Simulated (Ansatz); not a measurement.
Geometry optimisation, RKS BLYP-D4/def2-SVP in Ansatz.

Input:

```yaml
crystal:
  periodic: [false, false, false]
  atoms:
    - { symbol: Hf, position_ang: [-0.076066, -0.697286, -0.234004] }
    - { symbol: "N", position_ang: [0.676836, 0.3258, 2.909227] }
    - { symbol: H, position_ang: [-0.035315, 0.681826, 3.561452] }
    - { symbol: H, position_ang: [1.594722, 0.628914, 3.262265] }
    - { symbol: Cl, position_ang: [1.922263, 0.435568, -0.89084] }
    - { symbol: Cl, position_ang: [-1.964345, 0.713023, 0.15059] }
    - { symbol: O, position_ang: [-0.572226, -1.76635, -1.749159] }
    - { symbol: H, position_ang: [-1.104973, -2.076458, -2.499622] }
    - { symbol: O, position_ang: [0.22264, -2.057447, 1.248066] }
    - { symbol: H, position_ang: [0.155637, -3.025402, 1.148753] }
    - { symbol: H, position_ang: [0.649428, -0.717187, 2.958172] }
basis:
  gaussian: { orbitals: def2-SVP }
hamiltonian:
  xc: blyp
  dispersion: d4
relax:
  f_tol: 0.03
  max_steps: 50
output:
  orbitals: {}
```

Launched with:

```bash
$ ansatz run input.yaml --threads 4 --pin off --max-ram 5120MiB --backend cpu --events-out ev --progress --plain --runs-dir out
```

Question: Where does it end, and by what steps?

Answer: It converged. After 10 steps the energy has fallen by 0.742 eV; H4 moved furthest, 0.86 Å. Joined: Hf1–N2 (3.39 → 2.46 Å).

```
step  energy less start (eV)  largest force component (eV/Å)  accepted
   0                  0.0000                           1.363       yes
   1                 -0.2354                           0.600       yes
   2                 -0.4771                           0.798       yes
   3                 -0.6353                           0.825       yes
   4                 -0.6969                           0.796       yes
   5                 -0.7070                           0.529       yes
   6                 -0.7283                           0.413       yes
   7                 -0.7305                           0.616       yes
   8                 -0.7316                           0.429       yes
   9                 -0.7394                           0.173       yes
  10                 -0.7416                           0.010       yes
```

```xyz
11
Properties=species:S:1:pos:R:3
Hf -0.035 -0.725 0.244
N 0.590 0.181 2.449
H -0.156 0.753 2.871
H 1.441 0.761 2.422
Cl 2.035 0.367 -0.395
Cl -2.023 0.601 0.672
O -0.537 -1.482 -1.463
H -0.814 -1.741 -2.352
O 0.158 -2.375 1.312
H 0.034 -3.294 1.014
H 0.776 -0.602 3.092
```

Whether the end is a true minimum wasn't checked by a vibrational analysis.

Time of the run: 29 s on 4 threads of Arm Neoverse V2, with other jobs on the host, peak memory 0.21 GiB.
